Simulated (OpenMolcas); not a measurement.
**Co³⁺: effect of the active space**

```
Program             : OpenMolcas
Method              : CASSCF or its RAS form
Basis               : ANO-RCC-VTZP
Scalar Hamiltonian  : DKH2, point nucleus
Spin-orbit coupling : RASSI with atomic mean-field integrals over the reference wave functions, term energies averaged over their components
```

A. 6 electrons in 5 orbitals (3d); 2S+1 = 5 even, 5 roots; 2S+1 = 3 even, 45 roots; 2S+1 = 1 even, 50 roots; cost about 27 core-seconds
B. 12 electrons in 8 orbitals (RAS1 3p, at most 2 holes; RAS2 3d); 2S+1 = 5 even, 5 roots; 2S+1 = 3 even, 45 roots; 2S+1 = 1 even, 44 roots; cost roughly 30 core-seconds
C. 6 electrons in 9 orbitals (RAS2 3d 4s; RAS3 4p, at most 2 electrons); 2S+1 = 5 even, 30 roots; 2S+1 = 7 even, 1 root kept (CI in the orbitals of an earlier block); 2S+1 = 3 even, 87 roots kept (CI in the orbitals of an earlier block); 2S+1 = 1 even, 86 roots kept (CI in the orbitals of an earlier block); 2S+1 = 5 odd, 3 roots; 2S+1 = 7 odd, 3 roots kept (CI in the orbitals of an earlier block); 2S+1 = 3 odd, 7 roots kept (CI in the orbitals of an earlier block, 0 in the spin-orbit step); cost about 4 core-minutes
D. 6 electrons in 10 orbitals (3d 4d); 2S+1 = 5 even, 5 roots; 2S+1 = 3 even, 45 roots; 2S+1 = 1 even, 44 roots; cost roughly 5 core-minutes

Energies in cm⁻¹ above 3d⁶ ⁵D₄, the measured ground level; measured values from Sugar and Corliss, J. Phys. Chem. Ref. Data 10, 1097 (1981).

| Level | A | B | C | D | Measured |
| --- | --- | --- | --- | --- | --- |
| 3d⁶ ⁵D₄ | 0.0 | 0.0 | 0.0 | 0.0 | 0.0 |
| 3d⁶ ⁵D₃ | 654 | 659 | 708 | 606 | 639 |
| 3d⁶ ⁵D₂ | 1112 | 1115 | 1202 | 1029 | 1078 |
| 3d⁶ ⁵D₁ | 1407 | 1406 | 1520 | 1300 |  |
| 3d⁶ ⁵D₀ | 1551 | 1549 | 1675 | 1432 | 1494 |
| 3d⁶ ³H₆ | 25851 | 27668 | 27568 | 25603 | 23680 |
| 3d⁶ ³H₅ | 26181 | 27972 | 27926 | 25898 | 24032 |
| 3d⁶ ³H₄ [73 %] | 26421 | 28339 | 28183 | 26106 |  |
| 3d⁶ ³P₂(1) | 28190 | 24553 | 29650 | 27925 | 22883 |
| 3d⁶ ³F₄(1) [70 %] | 29562 | 27831 | 31277 | 29154 |  |
| 3d⁶ ³F₃(1) | 29933 | 28370 | 31685 | 29499 | 25736 |
| 3d⁶ ³P₁(1) | 30095 | 26498 | 31737 | 29812 | 24729 |
| 3d⁶ ³F₂(1) | 30211 | 28624 | 31987 | 29757 | 25969 |
| 3d⁶ ³P₀(1) | 30869 | 27248 | 32575 | 30575 | 25449 |
| 3d⁶ ³G₅ | 32648 | 32916 | 34713 | 32196 | 29022 |
| 3d⁶ ³G₄ | 33267 | 33467 | 35386 | 32775 | 29592 |
| 3d⁶ ³G₃ | 33528 | 33717 | 35669 | 33004 | 29868 |
| 3d⁶ ¹I₆ | 38970 | 41608 | 41615 | 38484 | 35943 |
| 3d⁶ ¹G₄(1) | 41161 | 39345 | 43642 | 40773 | 36683 |
| 3d⁶ ³D₁ | 42217 | 40188 | 44761 | 41142 |  |
| 3d⁶ ³D₂ | 42245 | 40206 | 44788 | 41192 |  |
| 3d⁶ ³D₃ | 42430 | 40415 | 44993 | 41388 | 36554 |
| 3d⁶ ¹F₃ | 58977 | 56996 | 62715 | 57959 | 50630 |
| 3d⁶ ³P₀(2) | 69332 | 64664 | 73436 | 66437 | 58321 |

Deviations, from unrounded energies. A percentage is the sum of absolute deviations over the sum of measured energies, with the sign that they share, or ± where signs differ.

```
                        Against measurement  Levels      A      B      C      D
             mean absolute deviation (cm-1)      18   4000   3100   5900   3500
      fine structure of the ground term (%)       3   +3.3   +3.5  +11.7   -4.4
other terms of the ground configuration (%)      15  +15.1  +11.5  +22.2  +13.1
```

B lies closest to measurement on these levels and C furthest from it. The largest miss of B in the table is 3d⁶ ¹F₃, by +6400 cm-1. The ranking rests on the paired levels alone, and a cruder setting can come out closer through cancelling errors.

The spin-orbit steps hold different terms of 3d⁶ (B lacks a ¹D, a ¹S; D lacks a ¹D, a ¹S), which shifts levels as well.

Among A to D the level of the table that moves most is 3d⁶ ³P₀(2), by 8800 cm-1 (lowest in B, highest in C).

Without dynamic correlation excited terms often stand tens of per cent too high (terms of higher spin than the ground term too low), and those without a measured partner can miss by more than the paired ones. Active for correlation alone: 3p; no level in the range computed is led by a configuration that opens it, so any true level of that kind is missing (holds for B). Some high roots are left out of the spin-orbit mixing, which shifts the levels that they would mix with (holds for C). Terms from blocks run as CI alone lack orbitals of their own (holds for C). Active for correlation alone: 4d; no level in the range computed is led by a configuration that fills it, so any true level of that kind is missing (holds for D). Measured partners are found by configuration, term and J. A level has none where our copy of the source lacks it or the pairing is in doubt (some pairs that miss far off the trend of their configuration count as doubtful), and it then counts in no deviation. Only configurations of the active space appear. The table leaves out levels that lie high or whose names do not pair safely across all columns.

A share in square brackets marks a mixed level and gives the weight of the term that names it, the lowest over the columns. A number in round brackets counts repeated terms of one configuration in the order of the reference energies.
